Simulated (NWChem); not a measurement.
System: H₂Se₂S; SMILES S[Se][SeH]

NWChem input:

```
start job
memory heap 200 mb stack 900 mb global 1100 mb
geometry units angstroms noautoz
  Se    -0.746231     0.584325     0.008867
  S      0.935360     2.016467     0.052056
  H      1.124398     2.106965    -1.285521
  Se     0.225542    -1.535344    -0.038545
  H      0.368370    -1.685141     1.422908
end
basis spherical
  * library 6-31g*
end
dft
  xc xwpbe 1.00 cpbe96 1.0 hfexch 1.00
  cam 0.8 cam_alpha 0.0 cam_beta 1.0
  iterations 150
  vectors input atomic output neutral.movecs
end
task dft energy
charge 1
dft
  odft
  mult 2
  vectors input atomic output cation.movecs
end
task dft energy
```

Structure relaxed at the PBE0/def2-SVP level.

Ions are spin-unrestricted doublets at the neutral geometry; other ion states weren't tried. Functional: LC-ωPBE (HJS hole) with 6-31G*; the question gives the range parameter ω in 1/bohr.

Q: Give the results of this calculation. (LC-wPBE (HJS exchange hole, range parameter 0.8 per bohr)/6-31G* (spherical d), vertical spin-unrestricted ions.) Quantities: vertical ionisation energy, ΔSCF (eV); −ε(HOMO) (eV).

A: 
```json
{
 "vertical ionisation energy, ΔSCF (eV)": "9.98",
 "−ε(HOMO) (eV)": "10.73"
}
```
